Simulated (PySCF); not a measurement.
Si(H)(Me)2(NH2) (C2H9NSi), SMILES N[SiH](C)C. Atoms are numbered in the order given.

```xyz
13

Si    -0.0614     0.1213     0.3446
C     -1.2016     1.0148    -0.8702
C      1.7206     0.3273    -0.2234
N     -0.3673    -1.5854     0.5295
H     -0.2652     0.7284     1.6958
H     -1.0894     0.6107    -1.8906
H     -2.2599     0.9058    -0.5808
H     -0.9736     2.0936    -0.9087
H      2.4190    -0.1425     0.4865
H      1.8732    -0.1410    -1.2108
H      1.9863     1.3927    -0.3188
H     -0.1590    -2.2115    -0.2437
H     -1.2141    -1.8895     1.0017
```

Geometry: B3LYP-D3(BJ)/def2-SVP. Other conformers were not sampled.

Level of theory: PySCF with TDDFT-PBE/def2-SVPD.

Vertical excitations. Isolated molecule, no solvent.

```tsv
state	energy (eV)	λ (nm)	f	main pairs
S1	5.61	221	0.045	HOMO→LUMO 99 %
S2	6.17	201	0.001	HOMO→LUMO+1 99 %
S3	6.55	189	0.022	HOMO→LUMO+2 99 %
S4	6.87	180	0.013	HOMO→LUMO+3 99 %
S5	7.23	172	0.005	HOMO−1→LUMO 100 %
S6	7.41	167	0.004	HOMO−2→LUMO 99 %
S7	7.53	165	0.008	HOMO→LUMO+4 96 %
S8	7.59	163	0.002	HOMO→LUMO+5 97 %
S9	7.72	161	0.017	HOMO→LUMO+6 96 %
S10	7.81	159	0.008	HOMO→LUMO+7 94 %
T1	5.38	231	0	HOMO→LUMO 98 %
T2	6.04	205	0	HOMO→LUMO+1 98 %
T3	6.34	196	0	HOMO→LUMO+2 99 %
T4	6.75	184	0	HOMO→LUMO+3 99 %
```
Triplets are in the Tamm–Dancoff approximation, which puts them higher than full response would, so one can lie above its singlet here.
